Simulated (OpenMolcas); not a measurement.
V III: terms and fine structure

| Item | Value |
| --- | --- |
| Program | OpenMolcas |
| Method | CASSCF |
| Basis | ANO-RCC-VTZP [6s5p3d2f1g] |
| Scalar Hamiltonian | DKH2, point nucleus |
| Active space | 3 electrons in 10 orbitals (3d 4d) |
| State averaging | 2S+1 = 4 even, 10 roots; 2S+1 = 2 even, 40 roots |
| Spin-orbit coupling | RASSI with atomic mean-field integrals over the reference wave functions, term energies averaged over their components |

Spin-free terms above the lowest, with the occupations of the reference (each correlating shell added to its valence partner):

| Configuration | Term | E (cm⁻¹) | Occupations |
| --- | --- | --- | --- |
| 3d³ | ⁴F | 0.0 | 3d 3.00 |
| 3d³ | ²G | 14078 | 3d 3.00 |
| 3d³ | ⁴P | 14138 | 3d 3.00 |
| 3d³ | ²H | 18674 | 3d 3.00 |
| 3d³ | ²P | 18796 | 3d 3.00 |
| 3d³ | ²D(1) | 20185 | 3d 3.00 |
| 3d³ | ²F | 32634 | 3d 3.00 |
| 3d³ | ²D(2) | 50323 | 3d 3.00 |

With spin-orbit coupling, above the lowest level:

| Configuration | Term | J | E (cm⁻¹) | Measured (cm⁻¹) | g | Term weight % | Second |
| --- | --- | --- | --- | --- | --- | --- | --- |
| 3d³ | ⁴F | 3/2 | 0.0 | 0.0 | 0.399 | 100 |  |
| 3d³ | ⁴F | 5/2 | 155 | 146 | 1.029 | 100 |  |
| 3d³ | ⁴F | 7/2 | 368 | 342 | 1.239 | 100 |  |
| 3d³ | ⁴F | 9/2 | 637 | 584 | 1.334 | 100 |  |
| 3d³ | ²G | 7/2 | 14310 | 11966 | 0.889 | 100 |  |
| 3d³ | ⁴P | 1/2 | 14340 | 11514 | 2.666 | 100 |  |
| 3d³ | ⁴P | 3/2 | 14418 | 11592 | 1.733 | 99 |  |
| 3d³ | ²G | 9/2 | 14544 | 12187 | 1.111 | 100 |  |
| 3d³ | ⁴P | 5/2 | 14599 | 11770 | 1.601 | 100 |  |
| 3d³ | ²H | 9/2 | 18949 | 16811 | 0.910 | 100 |  |
| 3d³ | ²P | 1/2 | 19060 | 15580 | 0.670 | 100 |  |
| 3d³ | ²H | 11/2 | 19139 | 16978 | 1.091 | 100 |  |
| 3d³ | ²P | 3/2 | 19146 | 15550 | 1.295 | 92 | 8 ²D(1) |
| 3d³ | ²D(1) | 3/2 | 20494 | 16330 | 0.840 | 92 | 8 ²P |
| 3d³ | ²D(1) | 5/2 | 20673 | 16375 | 1.201 | 100 |  |
| 3d³ | ²F | 7/2 | 32962 | 27728 | 1.143 | 100 |  |
| 3d³ | ²F | 5/2 | 33059 | 27847 | 0.857 | 100 |  |
| 3d³ | ²D(2) | 5/2 | 50657 | 42267 | 1.200 | 100 |  |
| 3d³ | ²D(2) | 3/2 | 50757 | 42371 | 0.800 | 100 |  |

Against the 18 measured excited levels shown (Sugar and Corliss, J. Phys. Chem. Ref. Data 7, 1191 (1978)) the mean absolute deviation is 3400 cm-1; the largest miss in energy is 3d³ ²D_5/2(2): computed 50657, measured 42267 cm⁻¹ (+19.8 %), and the largest in proportion 3d³ ²D_5/2(1) (+26.3 %).

Spin-orbit coupling puts the lowest level 370 cm⁻¹ below the lowest spin-free term.

A least-squares Racah fit to the terms below 60000 cm-1, each weighted by 2L + 1 and with a free common offset, gives B = 919 cm-1 and C = 3351 cm-1 (C/B = 3.65), with an rms deviation of 188 cm-1.

For ⁴F the intervals divided by the larger J are 61.9, 61.0, 59.7 cm-1. Landé's interval rule makes them equal in pure LS coupling; they differ by 4 % of their mean. The multiplet is regular.

Without dynamic correlation excited terms often stand tens of per cent too high (terms of higher spin than the ground term too low), and those without a measured partner can miss by more than the paired ones. Some levels mix across a computed gap that differs much from the measured one, so their mixing is not that of the real levels. Active for correlation alone: 4d; no level in the range computed is led by a configuration that fills it, so any true level of that kind is missing. Computed and measured levels are paired by configuration, term and J; levels that our copy of the source lacks, or whose pairing is in doubt (as where it misses far off the trend of its configuration), stay unpaired and out of the deviations. Only configurations of the active space appear. The first state left out of the spin-orbit step lies near 170000 cm-1 above the lowest spin-free state of the reference (among the parities and spins computed), and the list stops at four fifths of that energy or lower.

The RASSCF and RASSI steps took 26 s on 1 thread of Arm Neoverse V1, with other jobs on the host; the integral step is not counted.

The term weight is that of the spin-free term in the level, not the purity of its configuration. A number in round brackets counts repeated terms of one configuration in the order of the reference energies.
